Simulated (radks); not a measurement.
The numbers below are computed, except where a source is named.
Valence configurations of the boron ion B+ (all share [He]). Code: a radial shooting solver on a logarithmic mesh with Libxc functionals. Model: scalar-relativistic Kohn-Sham, r2SCAN, spin-polarised, spherical densities, finite nucleus; open shells are filled with parallel spins first; meta-GGA in the generalised Kohn-Sham scheme; Fermi nuclear charge, rms radius 2.406 fm. Order these by energy: 2s1 2p1; 2p2; 2s1.5 2p0.5; 2s2.

Answer. From the lowest, in eV above it: 2s2 0.000; 2s1.5 2p0.5 2.779; 2s1 2p1 4.096; 2p2 10.960. NIST lists [He] 2s2 as the ground configuration; this level of theory agrees among the configurations tried. The energies are those of spherical high-spin densities, not of single terms.
